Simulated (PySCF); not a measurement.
**Electron correlation in B (boron, neutral)**

[He] 2s1 2p1 3s1, high-spin 4P determinant (an excited configuration). Calculation: PySCF 2.14, in dyall-acv3z (15s9p4d2f, 76 functions); the non-relativistic Hamiltonian (point nucleus). Frozen: nothing; 5 electrons correlated; the 5 highest virtual orbitals of each spin left out.

| level | correlation energy (mhartree) |
| --- | --- |
| CCSD | -56.68 |
| (T) | -0.18 |
| CCSD(T) | -56.86 |

Diagnostics: T1 = 0.0083, D1 = 0.0251, largest double amplitude 0.041.

The outer electron is Rydberg-like, and this basis confines it to a smaller radius and binds it less than a complete one would.

Cost of the coupled-cluster step: roughly 18 core-seconds, for 5 correlated electrons.

Iterations:

```
CC2 = 0
CCSD nocc = (np.int64(4), np.int64(1)), nmo = (71, 71)
frozen orbitals [[71, 72, 73, 74, 75], [71, 72, 73, 74, 75]]
max_cycle = 100
direct = 0
conv_tol = 1e-08
conv_tol_normt = 1e-06
diis_space = 8
diis_start_cycle = 0
Init t2, MP2 energy = -0.049763264609902
Init E_corr(UCCSD) = -0.04976326460992
cycle = 1  E_corr(UCCSD) = -0.0544975009888265  dE = -0.00473423638  norm(t1,t2) = 0.0276089
cycle = 2  E_corr(UCCSD) = -0.055612395465356  dE = -0.00111489448  norm(t1,t2) = 0.015411
cycle = 3  E_corr(UCCSD) = -0.0566271610943653  dE = -0.00101476563  norm(t1,t2) = 0.0096236
cycle = 4  E_corr(UCCSD) = -0.0565651369053143  dE = 6.20241891e-05  norm(t1,t2) = 0.00381498
cycle = 5  E_corr(UCCSD) = -0.0567021712069021  dE = -0.000137034302  norm(t1,t2) = 0.00215265
cycle = 6  E_corr(UCCSD) = -0.0566652483406177  dE = 3.69228663e-05  norm(t1,t2) = 0.00057716
cycle = 7  E_corr(UCCSD) = -0.0566857835293622  dE = -2.05351887e-05  norm(t1,t2) = 0.000163073
cycle = 8  E_corr(UCCSD) = -0.0566810862729078  dE = 4.69725645e-06  norm(t1,t2) = 4.23723e-05
cycle = 9  E_corr(UCCSD) = -0.0566818678995693  dE = -7.81626662e-07  norm(t1,t2) = 1.25887e-05
cycle = 10  E_corr(UCCSD) = -0.0566818650860601  dE = 2.81350924e-09  norm(t1,t2) = 2.90423e-06
cycle = 11  E_corr(UCCSD) = -0.0566818577450726  dE = 7.34098751e-09  norm(t1,t2) = 7.17914e-07
UCCSD converged
E(UCCSD) = -24.2953488860974  E_corr = -0.0566818577450726
UCCSD(T) correction = -0.000178812547538481
```
